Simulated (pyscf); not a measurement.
## `[SiH3][SiH]([SiH3])[SiH2][Cl]`, singlet

Gas-phase minimum from PySCF at ωB97X-D3(BJ)/def2-SVP, one conformer. 

```xyz
14

Si     1.5350     0.1638    -0.6813
Si    -0.1874     1.0891     0.5937
Si    -1.1030    -0.5851     1.9324
Si    -1.8235     1.6665    -0.9496
Cl    -2.0000    -0.0636    -2.0961
H      1.8095     1.0124    -1.8776
H      2.7810     0.0538     0.1332
H      1.1236    -1.1978    -1.1249
H      0.2663     2.2679     1.3922
H     -2.2499    -0.0569     2.7285
H     -1.5895    -1.6706     1.0331
H     -0.0773    -1.1405     2.8633
H     -3.1554     1.9653    -0.3559
H     -1.4283     2.7821    -1.8523
```

Bond lengths (Å): Si1–Si2 2.334, Si1–H6 1.492, Si1–H7 1.493, Si1–H8 1.490, Si2–Si3 2.331, Si2–Si4 2.322, Si2–H9 1.494, Si3–H10 1.493, Si3–H11 1.491, Si3–H12 1.492, Si4–Cl5 2.083, Si4–H13 1.489, Si4–H14 1.488. Angles (°): Si2–Si1–H6 110.4, Si2–Si1–H7 110.3, Si2–Si1–H8 108.7, H6–Si1–H7 109.0, H6–Si1–H8 109.4, H7–Si1–H8 109.0, Si1–Si2–Si3 108.6, Si1–Si2–Si4 104.8, Si1–Si2–H9 112.4, Si3–Si2–Si4 106.5, Si3–Si2–H9 112.3, Si4–Si2–H9 111.9, Si2–Si3–H10 110.7, Si2–Si3–H11 107.7 (the first ones only).

Properties at ωB97X-D3(BJ)/def2-SVP:

```
Property                                                                                                                                                                                                                                                                                                    Result
---------------------------------------------------------------------------------------------------------------------  -------------------------------------------------------------------------------------------------------------------------------------------------------------------------------------------
Harmonic wavenumbers, unscaled                                                                                         27, 60, 84, 88, 96, 114, 178, 379, 440, 462, 467, 472, 517, 553, 565, 587, 686, 689, 708, 821, 878, 910, 949, 950, 953, 956, 959, 2227, 2244, 2248, 2252, 2253, 2261, 2263, 2266, 2269 cm⁻¹
Zero-point energy                                                                                                                                                                                                                                                                                    49.8 kcal/mol
Rotational symmetry number                                                                                                                                                                                                                                                                                       1
Entropy of this conformer at 298 K and 1 atm, rigid rotor and harmonic oscillator, modes under 100 cm⁻¹ raised to 100                                                                                                                                                                              426.9 J/(mol K)
Dipole moment                                                                                                                                                                                                                                                                                               1.53 D
```

Single-point totals, which compare only within one level:

```json
[
 {"level": "ωB97X-D3(BJ)/def2-TZVP", "total energy (hartree)": "-1623.80964"},
 {"level": "PBE/def2-TZVP", "total energy (hartree)": "-1622.86600"},
 {"level": "r²SCAN/def2-TZVP", "total energy (hartree)": "-1623.53307"},
 {"level": "B3LYP-D3(BJ)/def2-TZVP", "total energy (hartree)": "-1623.80833"},
 {"level": "PBE0-D3(BJ)/def2-TZVP", "total energy (hartree)": "-1623.04435"},
 {"level": "M06-2X/def2-TZVP", "total energy (hartree)": "-1623.55406"},
 {"level": "ωB97M-D3(BJ)/def2-TZVP", "total energy (hartree)": "-1623.88488"}
]
```

The lowest mode is so soft that the shape along it may change with the basis. Soft torsions are taken as harmonic, which can shift the entropy by several J/(mol K).
